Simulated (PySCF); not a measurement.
PySCF input for C5H10Si, SMILES C(=C\[SiH2]C=C)/C, TDA-PBE/def2-SVPD. Geometry optimised at B3LYP-D3(BJ)/def2-SVP. The structure was generated by enumeration; whether it is a known compound was not checked. One conformer was computed; it need not be the lowest.

```python
import numpy as np
from pyscf import gto, scf, dft, tdscf

mol = gto.M(
    atom='''
    C     3.18193705   -0.51863405    0.44277654
    C     1.97686859   -0.06089825    0.80946022
    Si    0.71953906    0.65273062   -0.38667845
    C    -0.86900054   -0.33261868   -0.37706732
    C    -2.06403170    0.17590509   -0.03281153
    C    -3.36221616   -0.57269651    0.00421475
    H     3.51546050   -0.49161177   -0.60124855
    H     3.89283066   -0.94024247    1.16305114
    H     1.70456248   -0.12035878    1.87261450
    H     0.37801883    2.05873169   -0.00895835
    H     1.35109971    0.64700952   -1.74209860
    H    -0.82708062   -1.39569546   -0.65608970
    H    -2.12551660    1.23622291    0.25150264
    H    -3.80453818   -0.54431957    1.01564290
    H    -3.23635413   -1.62559141   -0.29019051
    H    -4.10337319   -0.10871910   -0.67016308
    ''',
    basis='def2-SVPD',
    charge=0,
    spin=0,
    max_memory=1600,
    verbose=4,
)
mf = dft.RKS(mol, xc='pbe').density_fit(auxbasis='def2-universal-jkfit')
mf.grids.level = 3
mf.conv_tol = 1e-9
mf.max_cycle = 100
mf.kernel()
mf.grids = dft.Grids(mol).set(level=1).build(with_non0tab=True)  # coarser grid for the response kernel
td = tdscf.TDA(mf)
td.singlet = True
td.nstates = 6
td.conv_tol = 1e-4
td.positive_eig_threshold = 1e-6
td.kernel(x0=td.get_init_guess(mf, 11))
td.analyze()
tt = tdscf.TDA(mf)
tt.singlet = False
tt.nstates = 2
tt.conv_tol = 1e-4
tt.positive_eig_threshold = 1e-6
tt.kernel(x0=tt.get_init_guess(mf, 7))
tt.analyze(verbose=3)
```

Log of the run:

```
PySCF version 2.14.0

[INPUT] verbose = 4
[INPUT] num. atoms = 16
[INPUT] num. electrons = 54
[INPUT] charge = 0
[INPUT] spin (= nelec alpha-beta = 2S) = 0
[INPUT] symmetry False subgroup None
[INPUT] Mole.unit = angstrom
[INPUT] Symbol           X                Y                Z      unit          X                Y                Z       unit  Magmom
[INPUT]  1 C      3.181937050000  -0.518634050000   0.442776540000 AA    6.012989570106  -0.980076313374   0.836726394983 Bohr   0.0
[INPUT]  2 C      1.976868590000  -0.060898250000   0.809460220000 AA    3.735740219355  -0.115081013965   1.529658124530 Bohr   0.0
[INPUT]  3 Si     0.719539060000   0.652730620000  -0.386678450000 AA    1.359731759327   1.233482104918  -0.730716368771 Bohr   0.0
[INPUT]  4 C     -0.869000540000  -0.332618680000  -0.377067320000 AA   -1.642173022699  -0.628558209114  -0.712553965324 Bohr   0.0
[INPUT]  5 C     -2.064031700000   0.175905090000  -0.032811530000 AA   -3.900454625420   0.332412444017  -0.062004805428 Bohr   0.0
[INPUT]  6 C     -3.362216160000  -0.572696510000   0.004214750000 AA   -6.353667713987  -1.082239556394   0.007964723184 Bohr   0.0
[INPUT]  7 H      3.515460500000  -0.491611770000  -0.601248550000 AA    6.643257546727  -0.929011604913  -1.136195092292 Bohr   0.0
[INPUT]  8 H      3.892830660000  -0.940242470000   1.163051140000 AA    7.356383796710  -1.776800758985   2.197848123463 Bohr   0.0
[INPUT]  9 H      1.704562480000  -0.120358780000   1.872614500000 AA    3.221156249409  -0.227445130887   3.538728541889 Bohr   0.0
[INPUT] 10 H      0.378018830000   2.058731690000  -0.008958350000 AA    0.714352058629   3.890439058063  -0.016928828028 Bohr   0.0
[INPUT] 11 H      1.351099710000   0.647009520000  -1.742098600000 AA    2.553208418879   1.222670792786  -3.292089235988 Bohr   0.0
[INPUT] 12 H     -0.827080620000  -1.395695460000  -0.656089700000 AA   -1.562955854735  -2.637482172699  -1.239829846148 Bohr   0.0
[INPUT] 13 H     -2.125516600000   1.236222910000   0.251502640000 AA   -4.016644247217   2.336122728813   0.475271109205 Bohr   0.0
[INPUT] 14 H     -3.804538180000  -0.544319570000   1.015642900000 AA   -7.189535190651  -1.028614911541   1.919286921359 Bohr   0.0
[INPUT] 15 H     -3.236354130000  -1.625591410000  -0.290190510000 AA   -6.115822947805  -3.071922555346  -0.548380587848 Bohr   0.0
[INPUT] 16 H     -4.103373190000  -0.108719100000  -0.670163080000 AA   -7.754251515983  -0.205449323509  -1.266424679995 Bohr   0.0

nuclear repulsion = 258.647133452445
number of shells = 90
number of NR pGTOs = 292
number of NR cGTOs = 204
basis = def2-SVPD
ecp = {}


[settings echo left out]
init E= -485.411038754203
  HOMO = -0.311469414886417  LUMO = -0.124416627824012  gap/eV = 5.08997
cycle= 1 E= -485.25443066059  delta_E= 0.157  |g|= 0.564  |ddm|= 5.72
  HOMO = -0.14858040558274  LUMO = 0.00833854894978359  gap/eV = 4.26998
cycle= 2 E= -485.125470949917  delta_E= 0.129  |g|= 0.865  |ddm|= 2.19
  HOMO = -0.235735996347292  LUMO = -0.0573107157845625  gap/eV = 4.85520
cycle= 3 E= -485.341934835534  delta_E= -0.216  |g|= 0.146  |ddm|= 1.41
  HOMO = -0.233511816435229  LUMO = -0.0574471289070919  gap/eV = 4.79096
cycle= 4 E= -485.346878348627  delta_E= -0.00494  |g|= 0.0727  |ddm|= 0.283
  HOMO = -0.232511805071312  LUMO = -0.056292212179418  gap/eV = 4.79518
cycle= 5 E= -485.348340436231  delta_E= -0.00146  |g|= 0.0135  |ddm|= 0.115
  HOMO = -0.233278876883856  LUMO = -0.056546191299184  gap/eV = 4.80914
cycle= 6 E= -485.348398043482  delta_E= -5.76e-05  |g|= 0.00369  |ddm|= 0.031
  HOMO = -0.232935319322034  LUMO = -0.056542902301234  gap/eV = 4.79988
cycle= 7 E= -485.348401395793  delta_E= -3.35e-06  |g|= 0.0011  |ddm|= 0.00713
  HOMO = -0.233011622178606  LUMO = -0.0565144533795774  gap/eV = 4.80273
cycle= 8 E= -485.34840175672  delta_E= -3.61e-07  |g|= 0.000212  |ddm|= 0.00288
  HOMO = -0.232998729209872  LUMO = -0.0565186174846879  gap/eV = 4.80227
cycle= 9 E= -485.348401767503  delta_E= -1.08e-08  |g|= 0.000115  |ddm|= 0.000552
  HOMO = -0.233001400244326  LUMO = -0.0565171241425624  gap/eV = 4.80238
cycle= 10 E= -485.348401770707  delta_E= -3.2e-09  |g|= 4.66e-05  |ddm|= 0.00019
  HOMO = -0.233002511983702  LUMO = -0.0565177754126425  gap/eV = 4.80239
cycle= 11 E= -485.348401771258  delta_E= -5.51e-10  |g|= 1.51e-05  |ddm|= 7.23e-05
  HOMO = -0.233002458119693  LUMO = -0.0565194153454356  gap/eV = 4.80235
Extra cycle  E= -485.348401771044  delta_E= 2.14e-10  |g|= 3.16e-05  |ddm|= 6.01e-05
converged SCF energy = -485.348401771044
tot grids = 57032
Overwritten attributes  positive_eig_threshold  of <class 'pyscf.tdscf.rks.TDA'>


******** <class 'pyscf.tdscf.rks.TDA'> for <class 'pyscf.df.df_jk.DFRKS'> ********
nstates = 6 singlet
deg_eia_thresh = 1.000e-03
wfnsym = None
conv_tol = 0.0001
eigh lindep = 1e-12
eigh level_shift = 0
eigh max_cycle = 100


Excitation energies (eV)
[5.02583414 5.52894601 6.04465608 6.16414776 6.50031523 6.56913765]

** Singlet excitation energies and oscillator strengths **
Excited State   1:      5.02583 eV    246.69 nm  f=0.0296
      26 -> 28       -0.12271
      26 -> 29        0.10339
      27 -> 28        0.59997
      27 -> 29       -0.33373
Excited State   2:      5.52895 eV    224.25 nm  f=0.0284
      26 -> 28       -0.46689
      26 -> 29       -0.49362
      27 -> 29       -0.14604
Excited State   3:      6.04466 eV    205.11 nm  f=0.0620
      24 -> 28        0.11143
      25 -> 28        0.65874
      26 -> 29        0.16104
Excited State   4:      6.16415 eV    201.14 nm  f=0.0121
      24 -> 28       -0.54183
      25 -> 28        0.11833
      25 -> 29        0.24066
      26 -> 28        0.18153
      26 -> 29       -0.11905
      27 -> 29       -0.26353
Excited State   5:      6.50032 eV    190.74 nm  f=0.1075
      23 -> 28       -0.63846
      26 -> 28        0.10599
      26 -> 29       -0.18406
Excited State   6:      6.56914 eV    188.74 nm  f=0.0537
      24 -> 28        0.23066
      24 -> 29       -0.13279
      25 -> 29        0.28619
      27 -> 29       -0.16251
      27 -> 30       -0.53058

** Transition electric dipole moments (AU) **
state          X           Y           Z        Dip. S.      Osc.
  1         0.4868     -0.0433      0.0379      0.2403      0.0296
  2        -0.4556      0.0414     -0.0206      0.2097      0.0284
  3        -0.6427      0.0363     -0.0670      0.4189      0.0620
  4        -0.2126     -0.1565      0.1027      0.0802      0.0121
  5         0.7998     -0.1802     -0.0546      0.6751      0.1075
  6        -0.5684      0.0845      0.0583      0.3336      0.0537

** Transition velocity dipole moments (imaginary part, AU) **
state          X           Y           Z        Dip. S.      Osc.
  1         0.0370     -0.0046      0.0156      0.0016      0.0059
  2        -0.0440     -0.0161     -0.0015      0.0022      0.0072
  3        -0.0863      0.0127     -0.0030      0.0076      0.0229
  4        -0.0272     -0.0230      0.0124      0.0014      0.0042
  5         0.1063      0.0052      0.0204      0.0117      0.0328
  6        -0.0767     -0.0245     -0.0004      0.0065      0.0179

** Transition magnetic dipole moments (imaginary part, AU) **
state          X           Y           Z
  1        -0.1612     -0.0177      0.1231
  2         0.1545     -0.1160      0.0402
  3         0.7568     -0.2979     -0.3772
  4         0.1730     -0.1633     -0.0634
  5        -0.3298      0.0795      0.2026
  6        -0.1278      0.1017      0.1281


******** <class 'pyscf.tdscf.rks.TDA'> for <class 'pyscf.df.df_jk.DFRKS'> ********
nstates = 2 triplet
deg_eia_thresh = 1.000e-03
wfnsym = None
conv_tol = 0.0001
eigh lindep = 1e-12
eigh level_shift = 0
eigh max_cycle = 100


Excitation energies (eV)
[4.16548778 4.28118713]

** Triplet excitation energies and oscillator strengths **
Excited State   1:      4.16549 eV    297.65 nm  f=0.0000
Excited State   2:      4.28119 eV    289.60 nm  f=0.0000
```

The calculation finished and met its thresholds.
